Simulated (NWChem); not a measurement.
A series in which one site is exchanged, each optimised at PBE0/def2-SVP with NWChem, gas phase unless a solvent is named. This build's default masses of Se (78.918 u) and Br (79.917 u) are each other's, which moves their modes by up to 0.6 %. For some, no frequency run checked for a minimum. def2 effective core potentials on I; no spin-orbit coupling.

A: [I][MgH] (MgHI; site = I)
B: [F][MgH] (MgHF; site = F)
C: [Br][MgH] (MgHBr; site = Br)
D: [MgH][Cl] (MgHCl; site = Cl)

| quantity | A | B | C | D |
|---|---|---|---|---|
| dipole (D), PBE0/def2-SVP | … | 1.47 | 1.47 | 1.52 |
| orbital gap (eV), PBE0/def2-SVP | … | 7.45 | 7.13 | 7.39 |
| static polarisability, B3LYP/def2-SVPD (bohr³) | … | 26.7 | 51.3 | 42.3 |
| lowest singlet excitation, B3LYP/def2-SVPD, TDA (eV) | … | 6.70 | 5.57 | 6.06 |

Question: Some entries are withheld; supply them.

Answer: 
- dipole (D), PBE0/def2-SVP, A: 1.33
- orbital gap (eV), PBE0/def2-SVP, A: 6.45
- static polarisability, B3LYP/def2-SVPD (bohr³), A: 67.0
- lowest singlet excitation, B3LYP/def2-SVPD, TDA (eV), A: 4.97
